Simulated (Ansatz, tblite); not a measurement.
Isomers of Zn2Cl6 (singlet), found by a short tight-binding search and relaxed with r2SCAN-D4/def2-SVP in Ansatz.

The xTB rows come from tblite. Correlated methods freeze 48 core orbitals.

Run but left out: HF/STO-3G, PBE-QIDH/def2-TZVP (C: restricted singlet, unstable in another Hartree–Fock run and untested here); HF/def2-SVP, HF/def2-TZVP (C: restricted singlet, unstable towards broken spin symmetry).

C: The restricted singlet is unstable towards broken spin symmetry in Hartree–Fock (as tested in another run); at PBE-D4/def2-SVP, PBE-D4/def2-TZVP, BLYP-D4/def2-TZVP, r2SCAN-D4/def2-TZVP and others this wasn't settled. At CCSD(T)/def2-SVP, MP2/def2-TZVP the restricted singlet (for correlated methods, its reference) is unstable: a solution with broken spin symmetry lies lower.

Other spin states weren't relaxed.

A:

Cartesian coordinates in Å:
```
Zn 0.673 0.499 -0.802
Zn 0.585 -1.707 1.382
Cl -1.265 1.983 -1.330
Cl 0.477 -3.191 2.875
Cl 0.128 -1.738 -0.878
Cl -3.118 1.805 -0.283
Cl 1.307 1.839 -2.402
Cl 1.213 0.511 1.438
```

B:

```
atom   x (Å)   y (Å)   z (Å)
 Zn1  -0.317   1.063   0.203
 Zn2   0.598  -1.584   1.555
 Cl3   1.217  -3.373   2.479
 Cl4   1.761   0.248   0.774
 Cl5  -0.594   1.419  -2.255
 Cl6  -1.481  -0.760   0.993
 Cl7  -0.976   3.122  -0.082
 Cl8  -0.207  -0.135  -3.667
```

C:

```tsv
atom	x (Å)	y (Å)	z (Å)
Zn1	1.120	0.429	-1.136
Zn2	-0.136	0.284	1.577
Cl3	-0.918	-0.956	-1.660
Cl4	1.795	-0.742	0.717
Cl5	1.172	-0.039	-3.281
Cl6	0.053	2.069	0.061
Cl7	-1.167	0.078	3.433
Cl8	-1.919	-1.123	0.289
```

Task: Estimate their order by electronic energy at PBE0-D4/def2-TZVP, counted from the lowest.

Result: A (0.00) < B (0.00) < C (0.15), in eV. Gaps under about 2 kJ/mol are ties within the noise of geometry and basis.

Task: Do the other levels pick the same lowest one?

Result: Not GFN1-xTB, GFN2-xTB, PBE-D4/def2-SVP. Energies above each level's lowest (eV):

```
              level     A     B     C
           GFN1-xTB  0.00  0.00  0.24
           GFN2-xTB  0.10  0.10  0.00
    PBE-D4/def2-SVP  0.09  0.09  0.00
   PBE-D4/def2-TZVP  0.00  0.00  0.06
  BLYP-D4/def2-TZVP  0.00  0.00  0.05
r2SCAN-D4/def2-TZVP  0.00  0.00  0.06
   PBE0-D4/def2-SVP  0.00  0.00  0.02
  PBE0-D4/def2-TZVP  0.00  0.00  0.15
       MP2/def2-SVP  0.00  0.00  0.17
      MP2/def2-TZVP  0.00  0.00  0.21
      CCSD/def2-SVP  0.00  0.00  0.19
   CCSD(T)/def2-SVP  0.00  0.00  0.15
```
Point groups (tolerance 0.1 Å): A Cs, B Cs, C Cs. A and B have the same bonds, so they are conformers or stereoisomers. Lower isomers may exist. From def2-SVP to def2-TZVP the PBE0 values move by up to 0.13 eV, so results in the small set are rough.
